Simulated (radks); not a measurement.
Spherical quantum dot in the effective-mass picture: electrons in a parabolic well V = omega^2 r^2 / 2 with omega = 0.367, with a point charge +1 (a donor) at the centre, all in effective atomic units (hartree* = m*/eps^2 hartree, bohr* = eps/m* bohr), one dielectric constant everywhere. Calculated with a radial shooting solver with Libxc functionals: non-relativistic Kohn-Sham, LDA (Slater exchange, Perdew-Wang correlation), spin-polarised, spherical densities. Levels are named by radial order and angular momentum (1s, 1p, 1d, 2s, ...), and open shells are averaged over m. Results are scaled to m* = 0.266 and eps = 14, for which hartree* = 36.93 meV and bohr* = 2.785 nm. Each electron was tried in the lowest free levels, single moves between levels near the top were tried too, and the lowest total energy was kept; such a search can miss a lower state. At N = 1 the Hartree and exchange-correlation terms need not cancel, so that row can carry a self-interaction error.

N	open shells	2S	E (meV)	mu = E(N) - E(N-1) (meV)	addition energy mu(N+1) - mu(N) (meV)	e(HOMO) (meV)	rms radius (nm)
1	1s(up 1, down 0)	1	-11.8419	-11.842	23.74	-2.0190	3.831
2	none	0	0.0558025	11.898	33.23	19.976	4.500
3	1p(up 1, down 0)	1	45.1863	45.130	10.54	50.363	5.807
4	1p(up 2, down 0)	2	100.854	55.668	10.47	60.947	6.540
5	1p(up 3, down 0)	3	166.992	66.138	12.62	71.275	7.076
6	1p(up 3, down 1)	2	245.750	78.758	9.158	83.332	7.546
7	1p(up 3, down 2)	1	333.667	87.917	9.091	92.488	7.943
8	none	0	430.676	97.008	13.46	101.50	8.294
9	2s(up 1, down 0)	1	541.144	110.47	9.531	114.68	8.697
10	none	0	661.143	120.00	10.49	124.19	9.055
11	1d(up 1, down 0)	1	791.634	130.49	7.648	134.33	9.382
12	1d(up 2, down 0)	2	929.773	138.14	7.548	141.93	9.678
13	1d(up 3, down 0)	3	1075.46	145.69	7.441	149.43	9.950
14	1d(up 4, down 0)	4	1228.59	153.13	7.334	156.81	10.20
15	1d(up 5, down 0)	5	1389.05	160.46	8.815	164.09	10.44
16	1d(up 5, down 1)	4	1558.33	169.28	6.946	172.76	10.67
17	1d(up 5, down 2)	3	1734.55	176.22	6.880	179.67	10.88
18	1d(up 5, down 3)	2	1917.65	183.10	6.807	186.52	11.09
19	1d(up 5, down 4)	1	2107.56	189.91	6.732	193.29	11.29
20	none	0	2304.20	196.64	12.97	199.98	11.47
21	1f(up 1, down 0)	1	2513.82	209.62	6.311	212.78	11.68
22	1f(up 2, down 0)	2	2729.75	215.93	6.257	219.06	11.88
23	1f(up 3, down 0)	3	2951.93	222.18	6.203	225.29	12.06
24	1f(up 4, down 0)	4	3180.32	228.39	6.148	231.47	12.24
25	1f(up 5, down 0)	5	3414.85	234.54	6.094	237.59	12.42
26	1f(up 6, down 0)	6	3655.48	240.63	6.041	243.66	12.58
27	1f(up 7, down 0)	7	3902.15	246.67	7.319	249.67	12.74
28	1f(up 7, down 1)	6	4156.14	253.99	5.847	256.92	12.90
29	1f(up 7, down 2)	5	4415.98	259.84	5.808	262.75	13.05
30	1f(up 7, down 3)	4	4681.63	265.65	5.768	268.54	13.20
31	1f(up 7, down 4)	3	4953.04	271.41	-	274.28	13.35

All shells are closed at N = 2, 8, 10, 20 (there: 1s2 1p6 1d10 2s2); the second difference of the energy has clear peaks (12 % above both neighbours; the first and last values, which can be the largest, are not judged, and half-filled shells can peak too) at N = 2, 5, 8, 15, 20, 27.
